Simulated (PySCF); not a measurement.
B(F)2(OEt) (C₂H₅BF₂O), SMILES FB(OCC)F. Atoms are numbered in the order given.

```xyz
11

B      0.5964    -0.1698     0.7473
F     -0.1836    -1.2075     1.0616
F      1.8106    -0.1206     1.2796
O      0.1924     0.8107    -0.0762
C     -1.0976     0.7770    -0.7021
C     -1.0442     0.0090    -2.0114
H     -1.8333     0.3305    -0.0137
H     -1.3778     1.8266    -0.8728
H     -0.7960    -1.0488    -1.8328
H     -2.0216     0.0517    -2.5169
H     -0.2851     0.4400    -2.6815
```

The structure is a stationary point at TPSSh-D3(BJ)/def2-SVP. Other conformers were not sampled.

Computed with PBE/def2-TZVP in PySCF.

Computed frontier levels, gap, dipole moment and polarisability:
- highest occupied level: -7.73 eV
- lowest empty level: -0.02 eV
- orbital gap: 7.72 eV
- dipole moment: 2.42 D
- quadrupole, principal values (traceless, Buckingham form, about the centre of nuclear charge): -3.72, 0.78, 2.94 D·Å
- mean static polarisability: 43.7 bohr³ (6.47 Å³)
- polarisability, principal values: 38.8, 40.4, 51.8 bohr³
